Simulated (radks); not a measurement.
Values are calculated unless marked as measured or tabulated.
Fractional charge and spin in the 4s shell of bromine: the spin-up occupation runs from 0 to 1 and the spin-down occupation from 0 to 1; the fullest corner is Br+, [Ar] 3d10 4p(up 2, down 2) 4s(up 1, down 1). Level of theory: non-relativistic Kohn-Sham, r2SCAN, spin-polarised, spherical densities, point nucleus; meta-GGA in the generalised Kohn-Sham scheme (a radial shooting solver on a logarithmic mesh with Libxc functionals). Energy (eV) above the fullest corner. The planes named below are the two flat planes that join the four corners, with an edge along up + down = one added electron.

down \ up       0    0.25     0.5    0.75       1
0          85.087  71.669  58.992  47.058  35.865
0.25       71.669  59.128  47.314  36.229  25.872
0.5        58.992  47.314  36.349  26.100  16.564
0.75       47.058  36.229  26.100  16.672   7.942
1          35.865  25.872  16.564   7.942   0.000

Corners above the fullest one (they belong to Br2+ and the next ion): (up 1, down 0) 35.865 eV, (up 0, down 1) 35.865 eV, (up 0, down 0) 85.087 eV. With half an added electron in each spin the energy lies 0.484 eV from the planes, and with half an added electron in spin up alone -1.484 eV. The planes are only a guide here: the flat-plane condition holds for ground states with one frontier orbital, while this shell lies below other occupied shells, so the corners above the fullest one are inner-hole states and not the ground states of those ions.
